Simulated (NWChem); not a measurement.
System: SrClF; SMILES [Cl][Sr][F]

Program: NWChem. The geometry was optimised at PBE0/def2-SVP. def2 effective core potentials on Sr; no spin-orbit coupling. Level M06-L/def2-SVP: energy and gradient on several grids; changes count from the extra-fine grid, which is no exact limit either.

```json
[
 {"grid": "xcoarse", "size of the energy change (μHa)": "20000", "largest change of a gradient component (μHa/bohr)": "6000"},
 {"grid": "coarse", "size of the energy change (μHa)": "900", "largest change of a gradient component (μHa/bohr)": "1000"},
 {"grid": "medium", "size of the energy change (μHa)": "50", "largest change of a gradient component (μHa/bohr)": "200"},
 {"grid": "fine", "size of the energy change (μHa)": "< 10", "largest change of a gradient component (μHa/bohr)": "100"},
 {"grid": "xfine", "size of the energy change (μHa)": "< 10", "largest change of a gradient component (μHa/bohr)": "< 30"}
]
```
